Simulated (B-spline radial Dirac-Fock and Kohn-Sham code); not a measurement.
**Auger parameter of selenium: the L3 level and its strongest L3-MM line**

Calculated with a radial B-spline solver, using Dirac-Fock (average of configuration) total-energy differences with a finite nucleus, the Breit interaction including its frequency dependence, and self-energy and vacuum-polarisation corrections. The modified Auger parameter α′ is the binding energy plus the kinetic energy of the Auger electron; it does not depend on the energy zero. For free ions it tends to fall with charge, since less charge screens the final holes.

| species | configuration | binding 2p3/2 (eV) | Auger line | kinetic (eV) | α′ (eV) |
| --- | --- | --- | --- | --- | --- |
| Se²⁻ (Watson 1.683 Å) | [Ar] 3d10 4s2 4p6 | 1439.0 | M3M3 J=2 | 1081.7 | 2520.7 |
| Se²⁻ (Watson 1.98 Å) | [Ar] 3d10 4s2 4p6 | 1438.1 | M3M3 J=2 | 1083.5 | 2521.5 |
| Se²⁻ (Watson 2.376 Å) | [Ar] 3d10 4s2 4p6 | 1436.8 | M3M3 J=2 | 1085.4 | 2522.2 |
| Se²⁺ | [Ar] 3d10 4s2 4p2 | 1468.5 | M3M3 J=2 | 1047.5 | 2516.0 |
| Se³⁺ | [Ar] 3d10 4s2 4p1 | 1483.2 | M3M3 J=2 | 1032.1 | 2515.4 |
| Se³⁺ (Watson 2.7 Å) | [Ar] 3d10 4s2 4p1 | 1467.2 | M3M3 J=2 | 1048.1 | 2515.4 |
| Se³⁺ (Watson 3 Å) | [Ar] 3d10 4s2 4p1 | 1468.8 | M3M3 J=2 | 1046.5 | 2515.4 |
| Se⁴⁺ | [Ar] 3d10 4s2 | 1499.3 | M3M3 J=2 | 1015.9 | 2515.2 |
| Se⁴⁺ (Watson 1.6 Å) | [Ar] 3d10 4s2 | 1463.4 | M3M3 J=2 | 1051.8 | 2515.2 |
| Se⁵⁺ | [Ar] 3d10 4s1 | 1517.8 | M3M3 J=2 | 997.5 | 2515.4 |
| Se⁵⁺ (Watson 1.6 Å) | [Ar] 3d10 4s1 | 1472.9 | M3M3 J=2 | 1042.5 | 2515.4 |
| Se⁵⁺ (Watson 2 Å) | [Ar] 3d10 4s1 | 1481.8 | M3M3 J=2 | 1033.5 | 2515.4 |
| Se⁶⁺ | [Ar] 3d10 | 1537.4 | M3M3 J=2 | 978.5 | 2515.9 |
| Se⁷⁺ | [Ar] 3d9 | 1576.2 | M3M3 J=2 | 951.9 | 2528.1 |
